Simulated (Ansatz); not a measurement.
Cost and result for the atomization energy of C$_{2}$H$_{4}$GeO, SMILES `[GeH3][C]1=CO1` (8 atoms, 8 bonds).

Charge 0, multiplicity 1. Correlated methods include outer-core shells of Ge, which these sets cover unevenly. Scalar relativity is left out up to krypton. The structure was optimised at the PBE0-D4/def2-TZVP level. Program: Ansatz. All runs use 2 threads of an AMD EPYC 9B14 on a shared host. Times are those of one run each, without the atoms' runs, and a repeat can differ threefold. Electronic energies, without spin–orbit coupling; frozen cores. CCSD(T)/CBS adds CCSD(T) − MP2 in def2-TZVPP to the MP2 limit, and its time is that of the two runs behind it. T1 = 0.019; the RHF reference is unstable towards UHF. With those shells the extrapolation isn't a true limit. B3LYP takes the VWN-RPA correlation (the form of Gaussian; ORCA's B3LYP/G).

CCSD(T)/CBS is a level of theory with its own doubt, some kJ/mol a heavy atom from the limit and from the frozen cores, so smaller differences don't rank the functionals.

```
                             level  functions  wall time
            LDA (SPW92)/def2-TZVPP        197      1.1 s
               BHLYP-D4/def2-TZVPP        197      2.3 s
           CAM-B3LYP-D4/def2-TZVPP        197      2.6 s
r2SCAN-D4/def2-TZVPP (with forces)        197      3.4 s
 B3LYP-D4/def2-TZVPP (with forces)        197      3.5 s
             r2SCANh-D4/def2-TZVPP        197        4 s
               PBE-QIDH/def2-TZVPP        197      4.4 s
                  CCSD(T)/def2-SVP         94      5.5 s
                ωB97X-V/def2-TZVPP        197        6 s
                 B97M-V/def2-TZVPP        197      6.5 s
                    MP2/def2-QZVPP        380       17 s
                CCSD(T)/def2-TZVPP        197       78 s
                 CCSD(T)/CBS(def2)          –       95 s
```

(1) What atomization energy does each give, and how far from CCSD(T)/CBS? (Best estimate.)

## Answers

(1) The calculation gave: 
```json
{"level": "LDA (SPW92)/def2-TZVPP", "atomization (kcal/mol)": "763.1", "difference from CCSD(T)/CBS": "117.7", "per bond": "14.7"}
{"level": "BHLYP-D4/def2-TZVPP", "atomization (kcal/mol)": "609.2", "difference from CCSD(T)/CBS": "-36.2", "per bond": "-4.5"}
{"level": "CAM-B3LYP-D4/def2-TZVPP", "atomization (kcal/mol)": "642.7", "difference from CCSD(T)/CBS": "-2.7", "per bond": "-0.3"}
{"level": "r2SCAN-D4/def2-TZVPP (with forces)", "atomization (kcal/mol)": "649.2", "difference from CCSD(T)/CBS": "3.8", "per bond": "0.5"}
{"level": "B3LYP-D4/def2-TZVPP (with forces)", "atomization (kcal/mol)": "641.5", "difference from CCSD(T)/CBS": "-3.9", "per bond": "-0.5"}
{"level": "r2SCANh-D4/def2-TZVPP", "atomization (kcal/mol)": "640.9", "difference from CCSD(T)/CBS": "-4.5", "per bond": "-0.6"}
{"level": "PBE-QIDH/def2-TZVPP", "atomization (kcal/mol)": "637.7", "difference from CCSD(T)/CBS": "-7.7", "per bond": "-1.0"}
{"level": "CCSD(T)/def2-SVP", "atomization (kcal/mol)": "604.5", "difference from CCSD(T)/CBS": "-40.9", "per bond": "-5.1"}
{"level": "ωB97X-V/def2-TZVPP", "atomization (kcal/mol)": "644.7", "difference from CCSD(T)/CBS": "-0.7", "per bond": "-0.1"}
{"level": "B97M-V/def2-TZVPP", "atomization (kcal/mol)": "651.1", "difference from CCSD(T)/CBS": "5.7", "per bond": "0.7"}
{"level": "MP2/def2-QZVPP", "atomization (kcal/mol)": "651.9", "difference from CCSD(T)/CBS": "6.5", "per bond": "0.8"}
{"level": "CCSD(T)/def2-TZVPP", "atomization (kcal/mol)": "628.4", "difference from CCSD(T)/CBS": "-17.0", "per bond": "-2.1"}
{"level": "CCSD(T)/CBS(def2)", "atomization (kcal/mol)": "645.4", "difference from CCSD(T)/CBS": "0.0", "per bond": "0.0"}
```

Leaving LDA and LC-ωPBE aside and taking each functional with its dispersion term where it has one, the values, not all of them listed here, spread over 58.8 kcal/mol, from BHLYP-D4 to PBE-D4. LDA lies +98.4 kcal/mol from PBE without D4, its usual overbinding. From BLYP to BHLYP (50 % exact exchange), in def2-TZVPP and without D4, the atomization energy moves by −36.3 kcal/mol: exact exchange takes away binding that semilocal exchange gives to molecules. In def2-TZVPP, CCSD(T) changes the Hartree–Fock value by +209.3 kcal/mol (the triples alone add +17.2 kcal/mol) and MP2 by +222.8 kcal/mol; breaking electron pairs costs correlation energy, which Hartree–Fock lacks.
